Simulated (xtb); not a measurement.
Cl₃OSi, doublet, geometry from GFN2-xTB; xtb 6.7.1 with GFN1-xTB.

xtb was given this input:
```
$ xtb mol.xyz --gfn 1 --uhf 1 --hess --json

# file mol.xyz
5

O      0.04499171    -0.01008436     1.97947072
Si     0.01040947    -0.00233316     0.45797863
Cl     1.75812921    -0.61413173    -0.47955100
Cl    -0.36011251     1.84200798    -0.41889240
Cl    -1.42776177    -1.22120924    -0.41023111
```

Output, abridged:

```
   ID    Z sym.   atoms
    1    8 O      1
    2   14 Si     2
    3   17 Cl     3-5

           -------------------------------------------------
          |                Calculation Setup                |
           -------------------------------------------------

           -------------------------------------------------
          |                 G F N 1 - x T B                 |
           -------------------------------------------------

          ...................................................
          :                      SETUP                      :
          :.................................................:
          :  # basis functions                  44          :
          :  # atomic orbitals                  40          :
          :  # shells                           14          :
          :  # electrons                        31          :
          :  # halogen bonds                     3          :
          :  max. iterations                   250          :
          :  Hamiltonian                  GFN1-xTB          :
          :  restarted?                      false          :
          :  GBSA solvation                  false          :
          :  PC potential                    false          :
          :  electronic temp.          300.0000000     K    :
          :  accuracy                    1.0000000          :
          :  -> integral cutoff          0.2500000E+02      :
          :  -> integral neglect         0.1000000E-07      :
          :  -> SCF convergence          0.1000000E-05 Eh   :
          :  -> wf. convergence          0.2000000E-04 e    :
          :  Broyden damping             0.4000000          :
          :  net charge                          0          :
          :  unpaired electrons                  1          :
          ...................................................

 iter      E             dE          RMSdq      gap      omega  full diag
   1    -19.4427164 -0.194427E+02  0.921E+00    8.11       0.0  T
   2    -19.4541020 -0.113856E-01  0.526E+00    8.30       1.0  T
   3    -19.4807609 -0.266589E-01  0.429E+00    8.36       1.0  T
   4    -19.5230644 -0.423034E-01  0.150E+00    8.41       1.0  T
   5    -19.5343837 -0.113193E-01  0.636E-01    8.53       1.0  T
   6    -19.5045020  0.298817E-01  0.196E+00    8.40       1.0  T
   7    -19.5358418 -0.313398E-01  0.341E-01    8.53       1.0  T
   8    -19.5366384 -0.796585E-03  0.122E-01    8.53       1.0  T
[...]
         :: total energy             -19.474810517405 Eh    ::
[...]
       3    159.89    -0.76061 ( 99.05%)    -0.71208 (  0.95%)    -0.76015
       4    217.77    -0.58961 ( 99.72%)    -0.62058 (  0.28%)    -0.58970
       5    217.77    -0.58960 ( 99.72%)    -0.62058 (  0.28%)    -0.58969
   ------------------------------------------------------------------------

   temp. (K)  partition function   enthalpy   heat capacity  entropy
                                   cal/mol     cal/K/mol   cal/K/mol   J/K/mol
 298.15  VIB   63.7                 2551.998     13.508     16.585
         ROT  0.135E+06              888.752      2.981     26.463
         INT  0.863E+07             3440.751     16.489     43.048
         TR   0.179E+28             1481.254      4.968     40.917
         TOT                        4922.0045    21.4567    83.9648   351.3089

       T/K    H(0)-H(T)+PV         H(T)/Eh          T*S/Eh         G(T)/Eh
   ------------------------------------------------------------------------
    298.15    0.784371E-02    0.152539E-01    0.398944E-01   -0.246405E-01
   ------------------------------------------------------------------------

         :::::::::::::::::::::::::::::::::::::::::::::::::::::
         ::                  THERMODYNAMIC                  ::
         :::::::::::::::::::::::::::::::::::::::::::::::::::::
         :: total free energy         -19.499451050121 Eh   ::
         ::.................................................::
         :: total energy              -19.474810517422 Eh   ::
         :: zero point energy           0.007410157010 Eh   ::
         :: G(RRHO) w/o ZPVE           -0.032050689708 Eh   ::
         :: G(RRHO) contrib.           -0.024640532699 Eh   ::
         :::::::::::::::::::::::::::::::::::::::::::::::::::::

           -------------------------------------------------
          | TOTAL ENERGY              -19.474810517422 Eh   |
          | TOTAL ENTHALPY            -19.459556647026 Eh   |
          | TOTAL FREE ENERGY         -19.499451050121 Eh   |
          | GRADIENT NORM               0.024677204205 Eh/α |
          | HOMO-LUMO GAP               8.524643134024 eV   |
           -------------------------------------------------
########################################################################
[WARNING] Runtime exception occurred
-1- hessian_numhess: Hessian on incompletely optimized geometry!
########################################################################

normal termination of xtb
```
